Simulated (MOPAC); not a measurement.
Input file for MOPAC: AM1 on C3H9I (a complex), monomers drawn apart or pushed together.

```
AM1 1SCF PRECISE CHARGE=0 THREADS=1
C3H9I

I     -0.07539172 1    -0.14268552 1    -0.62459203 1
H      0.20738496 1    -0.56264426 1     0.90847551 1
C      0.66716602 1    -1.12561555 1     5.87214492 1
C      0.03910464 1     0.02140470 1     6.65934344 1
C     -0.58830929 1     1.08422097 1     5.76133272 1
H      1.10978605 1    -1.87441282 1     6.53146377 1
H     -0.07967188 1    -1.63329696 1     5.25516712 1
H      1.45959811 1    -0.76108635 1     5.21234858 1
H      0.80024181 1     0.48388432 1     7.29438619 1
H     -0.72096169 1    -0.37822952 1     7.33690049 1
H     -1.03015713 1     1.89258639 1     6.34653902 1
H      0.15568879 1     1.52664227 1     5.09425905 1
H     -1.37734781 1     0.65775649 1     5.13699542 1
```

It printed:

```
*******************************************************************************
 **                                                                           **
 **                              MOPAC v23.2.5                                **
 **                                                                           **
 *******************************************************************************
 ** MOPAC's Digital Object Identifier: https://doi.org/10.5281/zenodo.6511958 **
 **                                                                           **
 ** Please cite the open-source release paper for use of this MOPAC version:  **
 ** J. E. Moussa and J. J. P. Stewart (2026)                                  **
 ** MOPAC: An open-source semiempirical molecular orbital program             **
 ** J. Open Source Softw., 11(119), 8025, https://doi.org/10.21105/joss.08025 **
 *******************************************************************************

                              AM1 CALCULATION RESULTS

 *******************************************************************************
 *  AM1        - The AM1 Hamiltonian to be used
 *
 *
 *
 *                 CHARGE ON SYSTEM = 0
 *
 *
 *
 *  PRECISE    - TIGHTER CRITERIA TO BE USED
 *  1SCF       - DO 1 SCF AND THEN STOP
 *  THREADS=1  - MULTI-THREADING NOT USED
 *  T=         - A TIME OF 172800.0 SECONDS REQUESTED
 *  DUMP=N     - RESTART FILE WRITTEN EVERY 7200.0 SECONDS REQUESTED
 *******************************************************************************
AM1 1SCF PRECISE CHARGE=0 THREADS=1
 C3H9I

   ATOM   CHEMICAL          X               Y               Z
  NUMBER   SYMBOL      (ANGSTROMS)     (ANGSTROMS)     (ANGSTROMS)

     1       I         -0.07539172  *  -0.14268552  *  -0.62459203  *
     2       H          0.20738496  *  -0.56264426  *   0.90847551  *
     3       C          0.66716602  *  -1.12561555  *   5.87214492  *
     4       C          0.03910464  *   0.02140470  *   6.65934344  *
     5       C         -0.58830929  *   1.08422097  *   5.76133272  *
     6       H          1.10978605  *  -1.87441282  *   6.53146377  *
     7       H         -0.07967188  *  -1.63329696  *   5.25516712  *
     8       H          1.45959811  *  -0.76108635  *   5.21234858  *
     9       H          0.80024181  *   0.48388432  *   7.29438619  *
    10       H         -0.72096169  *  -0.37822952  *   7.33690049  *
    11       H         -1.03015713  *   1.89258639  *   6.34653902  *
    12       H          0.15568879  *   1.52664227  *   5.09425905  *
    13       H         -1.37734781  *   0.65775649  *   5.13699542  *



          CARTESIAN COORDINATES

    NO.       ATOM           X           Y           Z

     1         I         -0.0754     -0.1427     -0.6246
     2         H          0.2074     -0.5626      0.9085
     3         C          0.6672     -1.1256      5.8721
     4         C          0.0391      0.0214      6.6593
     5         C         -0.5883      1.0842      5.7613
     6         H          1.1098     -1.8744      6.5315
     7         H         -0.0797     -1.6333      5.2552
     8         H          1.4596     -0.7611      5.2123
     9         H          0.8002      0.4839      7.2944
    10         H         -0.7210     -0.3782      7.3369
    11         H         -1.0302      1.8926      6.3465
    12         H          0.1557      1.5266      5.0943
    13         H         -1.3773      0.6578      5.1370

  H: (AM1): M.J.S. DEWAR ET AL, J. AM. CHEM. SOC. 107 3902-3909 (1985)
  C: (AM1): M.J.S. DEWAR ET AL, J. AM. CHEM. SOC. 107 3902-3909 (1985)
  I: (AM1): M.J.S. DEWAR AND E. G. ZOEBISCH, THEOCHEM, 180, 1 (1988).

           Empirical Formula: C3 H9 I  =    13 atoms



      MOLECULAR POINT GROUP   :   Cs


      RHF CALCULATION, NO. OF DOUBLY OCCUPIED LEVELS = 14


 -------------------------------------------------------------------------------
 AM1 1SCF PRECISE CHARGE=0 THREADS=1
 C3H9I



     1SCF WAS SPECIFIED, SO BFGS WAS NOT USED
     SCF FIELD WAS ACHIEVED


                              AM1 CALCULATION
                                                       MOPAC v23.2.5 Linux




          FINAL HEAT OF FORMATION =        -13.48543 KCAL/MOL =     -56.42305 KJ/MOL


          COSMO AREA              =        165.42 SQUARE ANGSTROMS
          COSMO VOLUME            =        138.11 CUBIC ANGSTROMS

          IONIZATION POTENTIAL    =         10.882559 EV
          HOMO LUMO ENERGIES (EV) =        -10.883  0.529
          NO. OF FILLED LEVELS    =         14
          MOLECULAR WEIGHT        =        172.0086         POINT GROUP:  Cs

          MOLECULAR DIMENSIONS (Angstroms)

            Atom       Atom       Distance
            H     9    I     1     7.99184
            H    11    H     6     4.33461
            H     8    H    10     1.98406


          SCF CALCULATIONS        =          1





   ATOM   CHEMICAL          X               Y               Z
  NUMBER   SYMBOL      (ANGSTROMS)     (ANGSTROMS)     (ANGSTROMS)

     1       I         -0.07539172  *  -0.14268552  *  -0.62459203  *
     2       H          0.20738496  *  -0.56264426  *   0.90847551  *
     3       C          0.66716602  *  -1.12561555  *   5.87214492  *
     4       C          0.03910464  *   0.02140470  *   6.65934344  *
     5       C         -0.58830929  *   1.08422097  *   5.76133272  *
     6       H          1.10978605  *  -1.87441282  *   6.53146377  *
     7       H         -0.07967188  *  -1.63329696  *   5.25516712  *
     8       H          1.45959811  *  -0.76108635  *   5.21234858  *
     9       H          0.80024181  *   0.48388432  *   7.29438619  *
    10       H         -0.72096169  *  -0.37822952  *   7.33690049  *
    11       H         -1.03015713  *   1.89258639  *   6.34653902  *
    12       H          0.15568879  *   1.52664227  *   5.09425905  *
    13       H         -1.37734781  *   0.65775649  *   5.13699542  *

                             CARTESIAN COORDINATES

   1    I       -0.075391720    -0.142685520    -0.624592030
   2    H        0.207384960    -0.562644260     0.908475510
   3    C        0.667166020    -1.125615550     5.872144920
   4    C        0.039104640     0.021404700     6.659343440
   5    C       -0.588309290     1.084220970     5.761332720
   6    H        1.109786050    -1.874412820     6.531463770
   7    H       -0.079671880    -1.633296960     5.255167120
   8    H        1.459598110    -0.761086350     5.212348580
   9    H        0.800241810     0.483884320     7.294386190
  10    H       -0.720961690    -0.378229520     7.336900490
  11    H       -1.030157130     1.892586390     6.346539020
  12    H        0.155688790     1.526642270     5.094259050
  13    H       -1.377347810     0.657756490     5.136995420


           Empirical Formula: C3 H9 I  =    13 atoms



      MOLECULAR POINT GROUP   :   Cs


                  EIGENVALUES
 -35.30913 -30.34264 -28.17610 -22.42118 -15.80304 -15.15023 -13.96484 -13.96084
 -13.15753 -12.23532 -12.04467 -11.55799 -10.88256 -10.88256   0.52876   3.96285
   3.96926   4.24595   4.57343   4.79553   4.86175   4.95859   5.15847   5.23489
   5.36263


              NET ATOMIC CHARGES AND DIPOLE CONTRIBUTIONS

  ATOM NO.   TYPE          CHARGE      No. of ELECS.   s-Pop       p-Pop
    1          I           0.002504        6.9975     1.96841     5.02909
    2          H          -0.002505        1.0025     1.00250
    3          C          -0.207447        4.2074     1.21648     2.99097
    4          C          -0.155156        4.1552     1.21068     2.94448
    5          C          -0.207270        4.2073     1.21614     2.99113
    6          H           0.071596        0.9284     0.92840
    7          H           0.068247        0.9318     0.93175
    8          H           0.068252        0.9317     0.93175
    9          H           0.076028        0.9240     0.92397
   10          H           0.076030        0.9240     0.92397
   11          H           0.072215        0.9278     0.92779
   12          H           0.068753        0.9312     0.93125
   13          H           0.068752        0.9312     0.93125
 DIPOLE           X         Y         Z       TOTAL
 POINT-CHG.    -0.009     0.018     0.033     0.038
 HYBRID         0.234    -0.350     1.234     1.304
 SUM            0.225    -0.332     1.266     1.328


          ATOMIC ORBITAL ELECTRON POPULATIONS

     Atom    s        px        py        pz
    1  I   1.96841   1.97022   1.93433   1.12454
    2  H   1.00250
    3  C   1.21648   1.00585   0.98036   1.00476
    4  C   1.21068   1.00329   0.96025   0.98094
    5  C   1.21614   1.00707   0.98542   0.99864
    6  H   0.92840
    7  H   0.93175
    8  H   0.93175
    9  H   0.92397
   10  H   0.92397
   11  H   0.92779
   12  H   0.93125
   13  H   0.93125

 **********************
 *                    *
 * JOB ENDED NORMALLY *
 *                    *
 **********************




 == MOPAC DONE ==
```

The run finished.

Cost: very roughly 0.020 core-seconds.
